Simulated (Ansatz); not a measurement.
Gas-phase electronic energies from Ansatz, PBE0-D4/def2-TZVP geometries. CCSD(T)/CBS adds triple-zeta CCSD(T) − MP2 to the extrapolated MP2 energy (def2 sets, frozen cores). DFT in def2-TZVPP. For Ge outer-core shells are correlated without core-valence functions, which leaves a few kJ/mol of doubt a bond. Scalar relativity is left out up to krypton. One conformer a species, not always the lowest.

Reaction (formal exchange of groups at a Ge–Si bond): `[SiH3][SiH2][GeH2][SiH2][GeH3]` + GeH₄ → `[GeH3][SiH2][GeH2][GeH3]` + `[SiH3][SiH3]`

CCSD(T)/CBS gives -6.3 kJ/mol.

Q: Another level gave +1.7 kJ/mol. Which?
A. B97M-V/def2-TZVPP
B. CAM-B3LYP/def2-TZVPP
C. BLYP-D4/def2-TZVPP
D. HF/def2-TZVPP

A: A. B97M-V 1.7, CAM-B3LYP -13.3, BLYP-D4 -5.6, HF/def2-TZVPP -17.7 kJ/mol.

Largest T1 diagnostic among the species: 0.013.

In def2-TZVPP, CCSD(T) changes the Hartree–Fock value by +10.6 kJ/mol (the triples alone add +2.4 kJ/mol) and MP2 by +10.1 kJ/mol. Leaving LDA and LC-ωPBE aside and taking each functional with its dispersion term where it has one, the values, not all of them listed here, spread over 13.8 kJ/mol, from B2PLYP to B97M-V. LDA lies +6.2 kJ/mol from PBE without D4.
